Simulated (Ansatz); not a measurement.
Reaction (ligand exchange at the Al–C bond): `F/C=[C](\F)[AlH2]` + `[SH][SnH3]` → `[AlH2][S][SnH3]` + `F/C=C/F`

Computed with Ansatz on PBE0-D4/def2-TZVP structures; ΔE is electronic, products minus reactants. CCSD(T)/CBS adds triple-zeta CCSD(T) − MP2 to the extrapolated MP2 energy (def2 sets, frozen cores). Double bonds are as drawn, so ΔE can hold a change between cis and trans. Functionals use def2-TZVPP. Elements past krypton have def2 core potentials. For Sn outer-core shells are correlated without core-valence functions, which leaves a few kJ/mol of doubt a bond.

CCSD(T)/CBS gives -109.5 kJ/mol.

Task: Another level gave -102.2 kJ/mol. Which?
A. BLYP/def2-TZVPP
B. r2SCANh-D4/def2-TZVPP
C. MP2/def2-TZVPP
D. PBE-D4/def2-TZVPP

Result: D. PBE-D4 -102.2, r2SCANh-D4 -107.0, BLYP -94.2, MP2/def2-TZVPP -111.0 kJ/mol.

Task: What do rigid-rotor, harmonic-oscillator terms from PBE0-D4/def2-TZVP frequencies (298.15 K, 1 bar) make of the CCSD(T)/CBS value? (An estimate is asked.)

Result: The calculation gave: ΔZPE = +9.0 kJ/mol, ΔH = -101.3 kJ/mol, ΔS = -8 J/(mol·K), ΔG = -99.0 kJ/mol.

Largest T1 diagnostic among the species: 0.013.

From BLYP to BHLYP (50 % exact exchange), in def2-TZVPP and without D4, ΔE moves by −10.8 kJ/mol. Leaving LDA and LC-ωPBE aside and taking each functional with its dispersion term where it has one, the values, not all of them listed here, spread over 14.2 kJ/mol, from PBE-QIDH to BLYP-D4.
